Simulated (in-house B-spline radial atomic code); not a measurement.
Radial electron density of K3+, [Ne] 3s2 3p4. Level of theory: Dirac-Kohn-Sham LDA VWN5, spherical fractional occupations, Fermi nucleus of rms radius 3.4349 fm, inside a hard spherical wall at 3.9 bohr; calculated with a radial B-spline atomic code at the basis-set limit.

Columns: r (bohr), 4πr²n(r) (electrons per bohr), bar.

```
 0.00301   0.4878 #
 0.00358    0.673 #
 0.00426   0.9255 ##
 0.00508    1.271 ##
 0.00605    1.732 ###
  0.0072    2.341 #####
 0.00858    3.144 ######
  0.0102    4.165 ########
  0.0122    5.504 ###########
  0.0145    7.104 ##############
  0.0173    9.066 ##################
  0.0206    11.31 ######################
  0.0245    13.77 ###########################
  0.0292    16.34 ################################
  0.0347    18.74 ####################################
  0.0414    20.74 ########################################
  0.0493    21.96 ###########################################
  0.0587    22.17 ###########################################
  0.0699    21.28 #########################################
  0.0833    19.53 ######################################
  0.0992    17.52 ##################################
   0.118    16.06 ###############################
   0.141    15.89 ###############################
   0.168    17.32 ##################################
     0.2    19.79 ######################################
   0.238    22.05 ###########################################
   0.283    22.65 ############################################
   0.337    20.68 ########################################
   0.402    16.37 ################################
   0.478    11.31 ######################
    0.57    7.174 ##############
   0.679    5.216 ##########
   0.808    5.151 ##########
   0.963    5.723 ###########
    1.15    5.668 ###########
    1.37    4.586 #########
    1.63    2.963 ######
    1.94    1.495 ###
    2.31    0.569 #
    2.75   0.1543 
    3.27  0.02448 
    3.86 7.177e-05
```

On this grid the curve has 3 maxima, near 0.0587, 0.283, 0.963 bohr.

The 3s1/2 radial function P(r) = rR(r), positive near the nucleus, with its small component Q(r) (sign convention: Q ≈ (P' + κP/r)/2c):

```json
{"r (bohr)": "0.00105", "P": "0.01831", "Q": "-0.00128"}
{"r (bohr)": "0.00149", "P": "0.02568", "Q": "-0.001799"}
{"r (bohr)": "0.00212", "P": "0.03598", "Q": "-0.002528"}
{"r (bohr)": "0.00301", "P": "0.05004", "Q": "-0.003531"}
{"r (bohr)": "0.00426", "P": "0.06889", "Q": "-0.00489"}
{"r (bohr)": "0.00605", "P": "0.09416", "Q": "-0.006739"}
{"r (bohr)": "0.00858", "P": "0.1266", "Q": "-0.00917"}
{"r (bohr)": "0.0122", "P": "0.1668", "Q": "-0.01231"}
{"r (bohr)": "0.0173", "P": "0.2124", "Q": "-0.0161"}
{"r (bohr)": "0.0245", "P": "0.2572", "Q": "-0.02036"}
{"r (bohr)": "0.0347", "P": "0.2887", "Q": "-0.02456"}
{"r (bohr)": "0.0493", "P": "0.2841", "Q": "-0.02768"}
{"r (bohr)": "0.0699", "P": "0.213", "Q": "-0.02808"}
{"r (bohr)": "0.0992", "P": "0.04894", "Q": "-0.02405"}
{"r (bohr)": "0.141", "P": "-0.2005", "Q": "-0.01475"}
{"r (bohr)": "0.2", "P": "-0.4477", "Q": "-0.002"}
{"r (bohr)": "0.283", "P": "-0.5244", "Q": "0.009375"}
{"r (bohr)": "0.402", "P": "-0.2646", "Q": "0.01395"}
{"r (bohr)": "0.57", "P": "0.3061", "Q": "0.009753"}
{"r (bohr)": "0.808", "P": "0.8635", "Q": "0.00127"}
{"r (bohr)": "1.15", "P": "1", "Q": "-0.004433"}
{"r (bohr)": "1.63", "P": "0.6693", "Q": "-0.004382"}
{"r (bohr)": "2.31", "P": "0.2524", "Q": "-0.001895"}
{"r (bohr)": "3.27", "P": "0.04243", "Q": "-0.0003953"}
```
